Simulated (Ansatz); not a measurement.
Steps of a relaxation of `[OH][Ga-]([OH])([OH])[AsH3+]` with RKS PBE0-D4/def2-TZVP.

```sh
$ ansatz run in.yaml --threads 4 --pin off --events-out ev --progress --plain --max-ram 11315MiB
```

```yaml
crystal:
  periodic: [false, false, false]
  atoms:
    - {symbol: O, position_ang: [-2.066181, 0.212863, 0.816055]}
    - {symbol: Ga, position_ang: [-0.413298, -0.527481, 0.804941]}
    - {symbol: O, position_ang: [0.842413, 0.373105, 1.762368]}
    - {symbol: O, position_ang: [-0.050018, -2.267440, 0.436245]}
    - {symbol: As, position_ang: [0.635663, 0.962027, -1.258275]}
    - {symbol: H, position_ang: [-2.737773, -0.390074, 0.451761]}
    - {symbol: H, position_ang: [1.595469, -0.219114, 1.946029]}
    - {symbol: H, position_ang: [-0.824522, -2.736631, 0.075860]}
    - {symbol: H, position_ang: [2.153849, 0.895896, -1.422653]}
    - {symbol: H, position_ang: [0.591174, 2.429557, -0.845731]}
    - {symbol: H, position_ang: [0.338624, 1.210190, -2.745901]}
basis:
  gaussian: {orbitals: def2-TZVP}
hamiltonian: {xc: pbe0, dispersion: d4}
relax: {f_tol: 0.005, max_steps: 150}
```

Positions (Å) and forces (eV/Å) along the path, 11 of 12 steps:

```xyz
11
step=1 energy=-119442.5365 eV
O    -2.066    0.213    0.816   -0.108   -0.714   -0.305
Ga   -0.413   -0.527    0.805    0.082    0.171    0.109
O     0.842    0.373    1.762    0.299   -0.769   -0.065
O    -0.050   -2.267    0.436   -0.769    0.087   -0.222
As    0.636    0.962   -1.258    0.283    0.418   -0.373
H    -2.738   -0.390    0.452    0.449    0.463    0.278
H     1.595   -0.219    1.946   -0.549    0.475   -0.076
H    -0.825   -2.737    0.076    0.637    0.320    0.287
H     2.154    0.896   -1.423   -0.340   -0.026    0.062
H     0.591    2.430   -0.846   -0.014   -0.321   -0.067
H     0.339    1.210   -2.746    0.031   -0.105    0.373
11
step=3 energy=-119442.5917 eV
O    -2.042    0.210    0.811    0.088   -0.028   -0.018
Ga   -0.387   -0.488    0.782    0.121    0.125    0.122
O     0.844    0.344    1.807   -0.095   -0.112   -0.100
O    -0.035   -2.207    0.379   -0.010    0.087    0.000
As    0.637    0.969   -1.265   -0.049   -0.046    0.103
H    -2.703   -0.386    0.458   -0.081   -0.015   -0.016
H     1.551   -0.261    2.044    0.013    0.017    0.034
H    -0.797   -2.682    0.047   -0.027   -0.085   -0.026
H     2.129    0.878   -1.439    0.052   -0.007   -0.029
H     0.585    2.422   -0.881    0.003    0.065   -0.015
H     0.284    1.144   -2.722   -0.015   -0.002   -0.054
11
step=4 energy=-119442.5934 eV
O    -2.027    0.216    0.801   -0.017    0.058   -0.004
Ga   -0.369   -0.470    0.778   -0.035   -0.068    0.151
O     0.841    0.315    1.853   -0.040    0.023   -0.037
O    -0.025   -2.181    0.343    0.050   -0.031   -0.031
As    0.628    0.975   -1.230    0.135    0.161   -0.219
H    -2.703   -0.368    0.456    0.001   -0.027   -0.008
H     1.533   -0.295    2.116    0.016   -0.032    0.018
H    -0.775   -2.683    0.022   -0.020    0.015   -0.001
H     2.113    0.888   -1.475    0.023   -0.056    0.055
H     0.600    2.454   -0.953   -0.030    0.032    0.075
H     0.249    1.092   -2.689   -0.084   -0.075    0.001
11
step=5 energy=-119442.5998 eV
O    -2.023    0.220    0.796   -0.031    0.031    0.003
Ga   -0.367   -0.471    0.787   -0.005   -0.017    0.052
O     0.842    0.314    1.860   -0.020    0.005   -0.006
O    -0.019   -2.178    0.336    0.024   -0.034   -0.020
As    0.633    0.986   -1.236    0.035    0.038   -0.072
H    -2.698   -0.364    0.448    0.010   -0.014    0.000
H     1.531   -0.298    2.129    0.005   -0.016    0.013
H    -0.770   -2.676    0.010   -0.005    0.020    0.005
H     2.119    0.876   -1.473   -0.022    0.006   -0.006
H     0.598    2.465   -0.947    0.004   -0.012   -0.011
H     0.220    1.069   -2.690    0.005   -0.006    0.042
11
step=6 energy=-119442.5999 eV
O    -2.014    0.245    0.761    0.015   -0.008    0.022
Ga   -0.371   -0.477    0.807    0.080    0.078   -0.019
O     0.802    0.279    1.938   -0.007   -0.016   -0.015
O     0.007   -2.160    0.295   -0.026   -0.017    0.027
As    0.655    0.999   -1.245   -0.022   -0.015    0.029
H    -2.705   -0.365    0.502   -0.030   -0.025   -0.028
H     1.500   -0.332    2.184   -0.006   -0.001    0.001
H    -0.747   -2.675    0.004   -0.004    0.007   -0.020
H     2.130    0.899   -1.545    0.009   -0.002    0.008
H     0.619    2.485   -1.001    0.006    0.009    0.001
H     0.190    1.044   -2.681   -0.017   -0.011   -0.005
11
step=7 energy=-119442.6023 eV
O    -2.012    0.228    0.809    0.004    0.022   -0.022
Ga   -0.354   -0.461    0.832    0.041    0.016    0.065
O     0.807    0.262    1.993    0.003    0.009   -0.036
O     0.000   -2.149    0.314    0.009    0.008   -0.028
As    0.650    1.004   -1.234    0.004    0.005    0.058
H    -2.666   -0.360    0.429   -0.021   -0.004   -0.004
H     1.506   -0.354    2.224   -0.013   -0.002    0.003
H    -0.747   -2.606   -0.074   -0.005   -0.027   -0.009
H     2.120    0.900   -1.559   -0.011   -0.009   -0.004
H     0.613    2.502   -1.057   -0.009   -0.019    0.000
H     0.147    0.977   -2.657   -0.003    0.001   -0.023
11
step=8 energy=-119442.6036 eV
O    -2.003    0.241    0.792   -0.005   -0.003   -0.004
Ga   -0.349   -0.458    0.830    0.005   -0.003   -0.005
O     0.815    0.267    1.987    0.001   -0.001   -0.006
O     0.008   -2.142    0.298   -0.002   -0.004    0.001
As    0.648    0.998   -1.227   -0.014   -0.017    0.015
H    -2.666   -0.352    0.434    0.003    0.004    0.003
H     1.496   -0.358    2.244   -0.004    0.000    0.001
H    -0.738   -2.610   -0.079    0.003    0.003    0.004
H     2.114    0.893   -1.562    0.015    0.000   -0.004
H     0.605    2.493   -1.048    0.001    0.019   -0.001
H     0.136    0.969   -2.648   -0.003    0.001   -0.003
11
step=9 energy=-119442.6037 eV
O    -2.001    0.243    0.784   -0.001    0.000   -0.001
Ga   -0.347   -0.458    0.827    0.002   -0.002   -0.001
O     0.817    0.268    1.983    0.001    0.000    0.000
O     0.008   -2.144    0.300    0.000   -0.001    0.002
As    0.649    1.000   -1.225    0.000    0.004   -0.002
H    -2.665   -0.353    0.434   -0.001    0.001    0.000
H     1.492   -0.361    2.247   -0.001   -0.001    0.002
H    -0.740   -2.614   -0.071    0.001    0.001    0.001
H     2.115    0.895   -1.567   -0.001   -0.001    0.001
H     0.607    2.496   -1.046    0.000   -0.001    0.000
H     0.131    0.971   -2.644   -0.001    0.001   -0.001
11
step=10 energy=-119442.6038 eV
O    -1.998    0.245    0.777   -0.003   -0.001    0.000
Ga   -0.345   -0.459    0.824   -0.002   -0.001    0.001
O     0.819    0.267    1.981    0.006   -0.004   -0.001
O     0.008   -2.147    0.303    0.007    0.004    0.005
As    0.648    1.001   -1.227    0.006    0.004   -0.003
H    -2.664   -0.353    0.434    0.000    0.000    0.000
H     1.488   -0.364    2.253   -0.005    0.005   -0.002
H    -0.740   -2.618   -0.065   -0.006   -0.002   -0.004
H     2.114    0.896   -1.571   -0.004    0.002    0.000
H     0.607    2.497   -1.044    0.001   -0.006    0.001
H     0.128    0.977   -2.645    0.000   -0.001    0.003
11
step=11 energy=-119442.6038 eV
O    -1.998    0.244    0.776   -0.002   -0.001   -0.001
Ga   -0.345   -0.459    0.823   -0.002    0.000    0.001
O     0.820    0.269    1.978   -0.008    0.007   -0.004
O     0.008   -2.148    0.305   -0.012   -0.009   -0.006
As    0.649    1.001   -1.227    0.004    0.004   -0.002
H    -2.664   -0.353    0.433    0.001    0.001    0.001
H     1.487   -0.363    2.253    0.009   -0.007    0.004
H    -0.741   -2.619   -0.064    0.013    0.010    0.006
H     2.114    0.897   -1.573   -0.004    0.001    0.000
H     0.608    2.496   -1.040    0.000   -0.006   -0.001
H     0.127    0.979   -2.644    0.000    0.001    0.002
11
step=12 energy=-119442.6038 eV
O    -1.998    0.244    0.774    0.001    0.000    0.000
Ga   -0.345   -0.459    0.824    0.000    0.000    0.000
O     0.819    0.270    1.978   -0.001    0.000    0.000
O     0.008   -2.149    0.308    0.000    0.000    0.001
As    0.650    1.000   -1.227    0.000    0.000    0.000
H    -2.664   -0.354    0.432    0.000    0.000    0.000
H     1.487   -0.362    2.254    0.000    0.000    0.000
H    -0.740   -2.618   -0.065    0.000    0.000    0.000
H     2.114    0.895   -1.576    0.000    0.000    0.000
H     0.610    2.495   -1.038    0.000    0.000    0.000
H     0.125    0.982   -2.644    0.000    0.000    0.000
```

It took 77 s on 4 threads of an Arm Neoverse V2 on a shared host, with 0.8 GiB of host memory at the peak.
